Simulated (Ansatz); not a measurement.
`C#[C][GeH2][CH3]` and `C#[C][GeH2][GaH][NH2]` differ in one atom or group.

Ansatz, PBE0-D4/def2-TZVP geometries, multiplicity 1. Each molecule was computed in one conformer, which needn't be the lowest.

Scalar relativity is left out up to krypton.

```json
{"property": "size of the dipole moment (PBE/def2-TZVPP) / D", "`C#[C][GeH2][CH3]`": "0.83"}
{"property": "HOMO–LUMO gap (PBE/def2-TZVPP) / eV", "`C#[C][GeH2][CH3]`": "6.11"}
{"property": "LUMO energy (B3LYP/def2-TZVPP) / eV", "`C#[C][GeH2][CH3]`": "-0.01"}
{"property": "HOMO energy (B3LYP/def2-TZVPP) / eV", "`C#[C][GeH2][CH3]`": "-7.74"}
{"property": "HOMO energy (PBE0/def2-TZVPP) / eV", "`C#[C][GeH2][CH3]`": "-7.99"}
{"property": "HOMO–LUMO gap (B3LYP/def2-TZVPP) / eV", "`C#[C][GeH2][CH3]`": "7.73"}
```

(1) What does the change do to each property? (An estimate is asked.)

Results:

(1) The calculation gave: 
```
                                      property  `C#[C][GeH2][GaH][NH2]`  shift
size of the dipole moment (PBE/def2-TZVPP) / D                     1.69   0.86
           HOMO–LUMO gap (PBE/def2-TZVPP) / eV                     4.29  -1.82
           LUMO energy (B3LYP/def2-TZVPP) / eV                    -1.43  -1.42
           HOMO energy (B3LYP/def2-TZVPP) / eV                    -7.13   0.61
            HOMO energy (PBE0/def2-TZVPP) / eV                    -7.34   0.65
         HOMO–LUMO gap (B3LYP/def2-TZVPP) / eV                     5.70  -2.03
```

With PBE0 the HOMO rises by 0.65 eV and the LUMO falls by 1.43 eV, so the gap narrows by about 2.08 eV. PBE moves the HOMO by 0.54 eV and ωB97M-V by 0.85 eV. Dipoles are sizes alone; their direction can turn.

B3LYP here is the variant with VWN-RPA as its local correlation; programs differ in this.
